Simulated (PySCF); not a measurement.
Isomers of C6H14N2, mass 114.116 u with the commonest isotopes. Level of theory: PBE0-D3(BJ)/def2-SVP geometry optimisation, gas phase (PySCF). One conformer each, none proved a minimum here; rigid rotors.

Question: Order these by radius of gyration √(Σ m r²/M), largest first.
A. `[CH2:1]=[CH:2][N:3]([CH3:4])[N:5]([CH3:6])[CH2:7][CH3:8]` with C1–C2–N3–C4 -6°, C2–N3–N5–C6 95°, N3–N5–C7–C8 56°
B. `[NH2:1][CH2:2][CH2:3][CH2:4][NH:5][CH:6]1[CH2:7][CH2:8]1` with H–N1–C2–C3 179° and -64°, N1–C2–C3–C4 -177°, C2–C3–C4–N5 178°, C3–C4–N5–C6 67°, C4–N5–C6–C7 -157°
C. `[CH2:1]=[CH:2][CH2:3][N:4]([CH3:5])[N:6]([CH3:7])[CH3:8]` with C1–C2–C3–N4 -128°, C2–C3–N4–C5 71°, C3–N4–N6–C7 -50°
D. `[CH3:1]/[N:2]=[CH:3]\[CH2:4][CH2:5][CH2:6][NH:7][CH3:8]` with N2–C3–C4–C5 180°, C3–C4–C5–C6 -178°, C4–C5–C6–N7 -178°, C5–C6–N7–C8 179°

Answer: D (2.813 Å), B (2.456 Å), C (2.135 Å), A (2.020 Å).

Question: Order these by rotational constant C, largest first.
A. `[CH3:1]/[N:2]=[CH:3]\[CH2:4][CH2:5][CH2:6][NH:7][CH3:8]` with N2–C3–C4–C5 180°, C3–C4–C5–C6 -178°, C4–C5–C6–N7 -178°, C5–C6–N7–C8 179°
B. `[NH2:1][CH2:2][CH2:3][CH2:4][NH:5][CH:6]1[CH2:7][CH2:8]1` with H–N1–C2–C3 179° and -64°, N1–C2–C3–C4 -177°, C2–C3–C4–N5 178°, C3–C4–N5–C6 67°, C4–N5–C6–C7 -157°
C. `[CH2:1]=[CH:2][N:3]([CH3:4])[N:5]([CH3:6])[CH2:7][CH3:8]` with C1–C2–N3–C4 -6°, C2–N3–N5–C6 95°, N3–N5–C7–C8 56°
D. `[CH2:1]=[CH:2][CH2:3][N:4]([CH3:5])[N:6]([CH3:7])[CH3:8]` with C1–C2–C3–N4 -128°, C2–C3–N4–C5 71°, C3–N4–N6–C7 -50°

Answer: C (1254 MHz), D (1089 MHz), B (753.5 MHz), A (565.1 MHz).

Question: Order these by rotational constant A, largest first.
A. `[CH3:1]/[N:2]=[CH:3]\[CH2:4][CH2:5][CH2:6][NH:7][CH3:8]` with N2–C3–C4–C5 180°, C3–C4–C5–C6 -178°, C4–C5–C6–N7 -178°, C5–C6–N7–C8 179°
B. `[NH2:1][CH2:2][CH2:3][CH2:4][NH:5][CH:6]1[CH2:7][CH2:8]1` with H–N1–C2–C3 179° and -64°, N1–C2–C3–C4 -177°, C2–C3–C4–N5 178°, C3–C4–N5–C6 67°, C4–N5–C6–C7 -157°
C. `[CH2:1]=[CH:2][N:3]([CH3:4])[N:5]([CH3:6])[CH2:7][CH3:8]` with C1–C2–N3–C4 -6°, C2–N3–N5–C6 95°, N3–N5–C7–C8 56°
D. `[CH2:1]=[CH:2][CH2:3][N:4]([CH3:5])[N:6]([CH3:7])[CH3:8]` with C1–C2–C3–N4 -128°, C2–C3–N4–C5 71°, C3–N4–N6–C7 -50°

Answer: A (8578 MHz), B (4691 MHz), D (3608 MHz), C (2800 MHz).

| SMILES | point group | Ia (u·Å²) | Ib (u·Å²) | Ic (u·Å²) | κ | μa (D) | μb (D) | μc (D) |
| --- | --- | --- | --- | --- | --- | --- | --- | --- |
| C=CCN(C)N(C)C | C1 | 140.06 | 436.72 | 463.87 | -0.95 | 0.14 | 0.22 | 0.74 |
| NCCCNC1CC1 | C1 | 107.73 | 597.83 | 670.69 | -0.95 | 0.68 | 0.55 | 0.87 |
| C/N=C\CCCNC | – | 58.92 | 852.33 | 894.37 | -0.99 | 1.88 | 1.43 | 0.81 |
| C=CN(C)N(C)CC | C1 | 180.47 | 348.05 | 403.05 | -0.74 | 1.51 | 0.92 | 0.84 |
